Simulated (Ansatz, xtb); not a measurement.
# C3H6GeO2: which of two isomers lies lower

Structure a is `O=C[C@@]1([GeH3])CO1`, a singlet and structure b is `O=C[C@@H]1O[C@H]1[GeH3]`, a singlet. Both are isolated molecules in the gas phase, relaxed with B3LYP-D3(BJ)/def2-SVP; the shapes shown needn't be the lowest conformers.

a (Å):

```yaml
atoms:
  - { symbol: C, position_ang: [1.9372, 0.9158, 1.2076] }
  - { symbol: C, position_ang: [1.8382, 0.1704, -0.0856] }
  - { symbol: C, position_ang: [2.4926, 0.7962, -1.2657] }
  - { symbol: Ge, position_ang: [0.3029, -1.0620, -0.2949] }
  - { symbol: O, position_ang: [1.0314, 0.9995, 1.9992] }
  - { symbol: O, position_ang: [3.1145, -0.2655, -0.5888] }
  - { symbol: H, position_ang: [2.9386, 1.3883, 1.3889] }
  - { symbol: H, position_ang: [0.3305, -2.1003, 0.8376] }
  - { symbol: H, position_ang: [-1.0176, -0.2747, -0.2827] }
  - { symbol: H, position_ang: [0.4956, -1.7495, -1.6604] }
  - { symbol: H, position_ang: [2.0906, 0.5749, -2.2635] }
  - { symbol: H, position_ang: [2.9739, 1.7787, -1.1614] }
```

b (Å):

| atom | x (Å) | y (Å) | z (Å) |
| --- | --- | --- | --- |
| C | 1.1390 | 1.0496 | 1.8604 |
| C | 1.8306 | 0.2487 | 0.8042 |
| C | 1.4753 | 0.5071 | -0.6156 |
| Ge | 1.6554 | -0.9163 | -1.9689 |
| O | 0.7234 | 0.5861 | 2.8909 |
| O | 2.6862 | 0.9962 | -0.0504 |
| H | 1.0337 | 2.1356 | 1.5962 |
| H | 2.1778 | -0.7458 | 1.1131 |
| H | 0.7235 | 1.2902 | -0.8042 |
| H | 0.2770 | -1.5573 | -2.2223 |
| H | 2.6463 | -1.9576 | -1.4206 |
| H | 2.1935 | -0.2968 | -3.2715 |

Energies in hartree; the thermal terms are from GFN2-xTB frequencies at re-optimised GFN2-xTB minima (ideal gas, soft modes damped towards free rotors, one conformer each, 298.15 K, 1 atm) and include the zero-point energy:

```
                               a            b
E, CCSD(T)/def2-SVP  −2342.710514  −2342.706255
    E, MP2/def2-SVP  −2342.641046  −2342.636521
  E, MP2/def2-TZVPP  −2343.431211  −2343.428177
  zero-point energy      0.077060      0.076794
       H(298 K) − E      0.085651      0.085473
       G(298 K) − E      0.044573      0.043617
```

Task: Correct the CCSD(T) difference for the basis set by the MP2 change, then work out ΔE, ΔE₀, ΔH and ΔG for a → b in kJ/mol (1 Eh = 2625.50 kJ/mol) and the equilibrium ratio [b]/[a].

Result: 1. Differences b − a: CCSD(T) +0.004259, MP2 in the small set +0.004525, MP2 in the large set +0.003034 Eh.
2. ΔE = +0.004259 + (+0.003034 − (+0.004525)) = +0.002768 Eh = +7.27 kJ/mol.
3. ΔE₀ = ΔE + ΔZPE = +0.002768 + (−0.000266) Eh = +6.57 kJ/mol.
4. ΔH = ΔE + (−0.000178) Eh = +6.80 kJ/mol.
5. ΔG = ΔE + (−0.000956) Eh = +4.76 kJ/mol, so ΔS = (ΔH − ΔG)/T = +6.9 J/(mol K).
6. kT = 0.9442 mEh, so K = [b]/[a] = exp(−ΔG/kT) = exp(−1.92) ≈ 0.15.

Structure a is favoured at this temperature. An error of 4 kJ/mol in ΔG would change K by a factor of 5. Mirror images and further conformers aren't counted.

As drawn, both hold the same kinds of bond in the same numbers.

Other levels gave ΔE = +18.2 (GFN2-xTB); −1.3 (HF/STO-3G, GFN2-xTB geometries); +6.2 (r2SCAN-D4/def2-SVP, GFN2-xTB geometries); +8.9 (B3LYP-D3(BJ)/def2-SVP); +6.5 (HF/def2-SVP); +11.9 (MP2/def2-SVP); +11.2 (CCSD(T)/def2-SVP) kJ/mol. The correlated steps freeze 14 core orbitals; the filled d shell of Ge is correlated, in a basis made for valence electrons. Programs: Ansatz 0.2.0, xtb 6.7.1.
